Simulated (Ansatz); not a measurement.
`B[O][GaH2]` + `C[SeH]` → `C[Se][GaH2]` + `BO` at 700 K and 1 bar (ligand exchange at a Ga–O bond).

Program: Ansatz. Geometries: PBE0-D4/def2-TZVP. ΔE: electronic, gas phase. CBS: MP2 limit from def2 TZ/QZ plus the TZ coupled-cluster correction, frozen cores. This one scheme is used for every species. For Ga, Se outer-core shells are correlated without core-valence functions, which leaves a few kJ/mol of doubt a bond. Scalar relativity is left out up to krypton.

```
      species  CCSD(T)/CBS energy (Eh)  H − E (kJ/mol)  S (J/(mol·K))
 `B[O][GaH2]`              -2026.35181           156.8          397.0
     `C[SeH]`              -2441.15625           157.6          325.3
`C[Se][GaH2]`              -4365.72567           197.5          427.2
         `BO`               -101.80414           126.4          277.4
```

H − E and S are ideal-gas, rigid-rotor, harmonic terms from PBE0-D4/def2-TZVP. 1 Eh = 2625.50 kJ/mol, R = 8.31446 J/(mol·K).

By hand: ΔE, ΔH, ΔS and ΔG.

ΔE = (-4365.72567) + (-101.80414) − (-2026.35181) − (-2441.15625) = -0.02175 Eh = -57.1 kJ/mol. Δ(H − E) = 197.5 + 126.4 − 156.8 − 157.6 = 9.5, so ΔH = -47.6 kJ/mol. ΔS = 427.2 + 277.4 − 397.0 − 325.3 = -17.7 J/(mol·K). ΔG = -47.6 − 700 × (-17.7)/1000 = -35.2 kJ/mol.

By hand: the equilibrium constant, and the temperature at which ΔG would vanish if ΔH and ΔS stayed fixed.

log₁₀ K = −ΔG/(RT ln 10) = 2.6. ΔG = 0 at ΔH/ΔS = 2689 K, far beyond where these terms or the molecules hold.

ΔH outweighs TΔS. A doubt of 5 kJ/mol in ΔE shifts log₁₀ K by 0.4 here. These are equilibria of isolated gas molecules and say nothing of rates. Largest T1 diagnostic: 0.016 (customary marks: 0.02 for closed shells, 0.045 for open ones).
